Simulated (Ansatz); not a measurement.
`[CH]1=N[CH2][AlH]1`, 8 atoms. Total charge 0; spin multiplicity 1. All runs use 2 threads of an Arm Neoverse V1 on a shared host. Correlated methods freeze the cores. Open-shell runs search over several starts.

Problem. How many basis functions does each run have, and how long does it take in Ansatz? UKS B3LYP-D4/def2-TZVPP energy of the cation; UKS ωB97X-V/def2-TZVPP energy of the cation; RHF-CCSD(T)/def2-SVP energy; RHF-MP2/def2-QZVPP energy; UKS B2PLYP (frozen core)/def2-TZVPP energy of the cation; direct RPA on PBE orbitals/def2-TZVPP energy; UHF-MP2/def2-QZVPP energy of the cation; RKS B97M-V/def2-TZVPP energy; RKS ωB97M-V/def2-QZVPP energy; RKS PBE0-D4/def2-QZVPP energy; RKS ωB97M-V/def2-SVP energy; UKS r2SCAN-D4/def2-TZVPP energy of the cation. (Estimate.)

Solution. Computed: Other jobs shared the machine, so times are rough.

```tsv
level	job	functions	wall time	peak host memory (GiB)
RHF-CCSD(T)/def2-SVP	energy	80	2.4 s	0.36
RKS ωB97M-V/def2-SVP	energy	80	4.6 s	0.36
direct RPA on PBE orbitals/def2-TZVPP	energy	191	4.8 s	0.41
UKS B3LYP-D4/def2-TZVPP	energy of the cation	191	6 s	0.45
RKS PBE0-D4/def2-QZVPP	energy	361	7.5 s	0.87
RKS B97M-V/def2-TZVPP	energy	191	9 s	0.26
UKS r2SCAN-D4/def2-TZVPP	energy of the cation	191	9.5 s	0.36
UKS ωB97X-V/def2-TZVPP	energy of the cation	191	16 s	0.62
UKS B2PLYP (frozen core)/def2-TZVPP	energy of the cation	191	17 s	0.59
RKS ωB97M-V/def2-QZVPP	energy	361	19 s	1.1
RHF-MP2/def2-QZVPP	energy	361	21 s	1.5
UHF-MP2/def2-QZVPP	energy of the cation	361	48 s	1.6
```

B3LYP here is the variant with VWN-RPA as its local correlation; programs differ in this.
